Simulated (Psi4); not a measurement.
ClGa (SMILES [Cl][Ga]), singlet, at a GFN2-xTB geometry (such geometries of metal compounds can be far from the true shape), with bond 2-1 at 1.6 times its length. Base run: B3LYP/pcseg-1 (Psi4).

Input for Psi4:
```
memory 2 GB

molecule mol {
0 1
Ga   -0.000000   -0.000000   -0.768265
Cl    0.000000    0.000000    2.702483
}

set {
  basis pcseg-1
  reference rks
}

energy('b3lyp')
print_variables()
```

The base run was repeated with changes; each row names its change, and settings that it needs were set with it.

| change | ΔE vs base (mEh) | SCF cycles | grid points | basis functions |
|---|---|---|---|---|
| base | 0.000 | 10 | 42464 | 45 |
| scf_type = out_of_core | 0.032 | 10 | 42464 | 45 |
| dft_nuclear_scheme = stratmann | -0.005 | 10 | 41273 | 45 |
| dft_spherical_points = 974 | -0.006 | 10 | 135999 | 45 |
| dft_pruning_scheme = robust | 0.000 | 10 | 28756 | 45 |
| dft_basis_tolerance = 1e-8 | 0.000 | 10 | 40897 | 45 |
| e_convergence = 1e-8 | 0.000 | 10 | 42464 | 45 |
| cholesky_tolerance = 1e-3 (with scf_type cd) | -0.052 | 10 | 42464 | 45 |
| basis_guess = sto-3g | 0.000 | 11 | 42463 | 45 |
| dft_radial_points = 99 | -0.021 | 10 | 55467 | 45 |
| guess = gwh | 0.000 | 14 | 42464 | 45 |
| cholesky_tolerance = 1e-6 (with scf_type cd) | 0.034 | 10 | 42464 | 45 |
| dft_spherical_points = 590 | -0.005 | 10 | 82363 | 45 |
